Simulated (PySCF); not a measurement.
Precursor series Hf Br-H. Gas-phase values, no solvent.

Level of theory: PySCF with PBE-D3(BJ)/def2-TZVP // TPSS-D3(BJ)/def2-SVP. 

| species | mean distance from the central atom to its bonded neighbours (Å) | coordination number |
|---|---|---|
| 0 of 4 Br replaced by H ([Hf(Br)4]) | 2.486 | 4 |
| 1 of 4 Br replaced by H | 2.323 | 4 |
| 2 of 4 Br replaced by H ([Hf(Br)2(H)2]) | 2.165 | 4 |
| 3 of 4 Br replaced by H ([Hf(Br)(H)3]) | 2.007 | 4 |
